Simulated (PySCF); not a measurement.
**Ionisation energy of Pd³¹⁺ by level of theory**

Pd³¹⁺ [Ne] 3s2 3p3 [3p1/2^2 3p3/2^1, M_J = 3/2] → Pd³²⁺ [Ne] 3s2 3p2 [3p1/2^2, M_J = 0], as a difference of total energies. Computed with PySCF 2.14 in an uncontracted even-tempered set (19 s from 5.2 bohr⁻², ratio 2.4; 14 p from 6.8 bohr⁻², ratio 2.4; 5 d from 26 bohr⁻², ratio 2.6; 4 f from 38 bohr⁻², ratio 2.6), with the two-component X2C-1e Hamiltonian. Correlated levels: 1s2 frozen; the 56 highest virtual spinors dropped. "Screened" scales the spin-orbit matrix elements by Boettger's factors to mimic the two-electron term; Breit and QED terms are absent.

```csv
method,ionisation energy (eV)
GHF (spin-free),1873.4
GMP2 (spin-free),1873.7
GHF (screened spin-orbit),1853.7
GMP2 (screened spin-orbit),1853.9
```

Breit and QED terms and the two-electron picture change are absent.

The spin-free rows relax to the high-spin LS determinant and lack the spin-orbit shift.

The labels give the starting determinants; with spin-orbit coupling the two ends relaxed to ⟨J²⟩ = 3.75, ⟨L²⟩ = 1.88, ⟨S²⟩ = 1.89 and ⟨J²⟩ = 0.00, ⟨L²⟩ = 1.34, ⟨S²⟩ = 1.34.

For comparison: 1869 ± 7 eV (semi-empirical (NIST evaluation); NIST Atomic Spectra Database, ionization energies).
